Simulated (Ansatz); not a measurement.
Basis-set extrapolation for `O=C(O[SiH3])[SiH2]F` (PBE0-D4/def2-TZVP geometry, frozen core, Ansatz). Multiplicity 1, RHF reference.

|  | def2-TZVPP | def2-QZVPP |
| --- | --- | --- |
| HF | -868.069949 | -868.102039 |
| MP2 correlation | -1.106647 | -1.197489 |
| CCSD(T) correlation | -1.184409 | not run |

Energies in hartree. Use E(X) = E(∞) + A·exp(−7.88·√X) for Hartree–Fock and E(X) = E(∞) + B·X^(−2.97) for correlation, with X = 3 and 4, and add CCSD(T) minus MP2 of the smaller set to the MP2 limit.

Problem. What is the CCSD(T) energy at the basis-set limit?

Solution. HF limit: -868.102039 + (-0.032090) × 0.13774 = -868.10646. MP2 limit: -1.197489 + (-0.090842) × 0.74074 = -1.26478. Higher-order term: -1.184409 − (-1.106647) = -0.07776. Total: -869.44900 hartree, 511.0 kJ/mol below CCSD(T)/def2-TZVPP.
